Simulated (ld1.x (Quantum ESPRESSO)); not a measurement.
# zinc TM: all-electron and pseudo phase curves

- Element: zinc (Zn)
- Generator: ld1.x (Quantum ESPRESSO) 7.5
- Type: norm-conserving Troullier–Martins (Kleinman–Bylander form)
- Functional: PBE
- Relativity: scalar-relativistic
- Frozen core: [Ne]
- Valence charge: 20
- Reference configuration: 3s2 3p6 3d10 4s0 4p0 (charge +2)
- Partial waves: 3p (bound): rc 1.05 bohr; 3d (bound): rc 1.35 bohr; 3s (bound): rc 0.65 bohr
- Local potential: the s channel
- Core correction: none

The phase is arctan(r·u′/u) with u = r·R(r), unwrapped; energies in Ry, scanned from -13 to 5 Ry. A pole is an energy at which the radial function vanishes at the test radius. The pseudo phase is shifted by a multiple of π to meet the all-electron one at the reference energy, and phase errors are pseudo minus all-electron; the curves can meet again beyond the range given. Levels narrower than the energy grid can be missing from the lists of poles.

```tsv
channel	radius (bohr)	reference energy (Ry)	poles, all-electron	poles, pseudo	unbroken range about the reference energy with phases within 0.05 rad	phase error 1 Ry above the reference energy (rad)
s	1.50	-11.03	-10.78	-10.78	the whole range	-0.000
p	1.50	-7.67	-7.27	-7.27	the whole range	-0.000
d	1.50	-2.27	-1.44	-1.43	below 2.4	+0.004
```

Phases in the s channel:

```
E (Ry)  all-electron  pseudo
-13.00         1.305   1.304
-12.04         1.218   1.218
-11.08        -1.232  -1.233
-10.12        -1.710  -1.710
 -9.16        -1.770  -1.770
 -8.20        -1.805  -1.806
 -7.24        -1.837  -1.837
 -6.28        -1.871  -1.872
 -5.32        -1.913  -1.914
 -4.36        -1.968  -1.969
 -3.40        -2.045  -2.048
 -2.44        -2.166  -2.171
 -1.48        -2.375  -2.387
 -0.52        -2.770  -2.797
  0.44        -3.401  -3.442
  1.40        -3.943  -3.973
  2.36        -4.240  -4.259
  3.32        -4.402  -4.416
  4.28        -4.501  -4.511
```
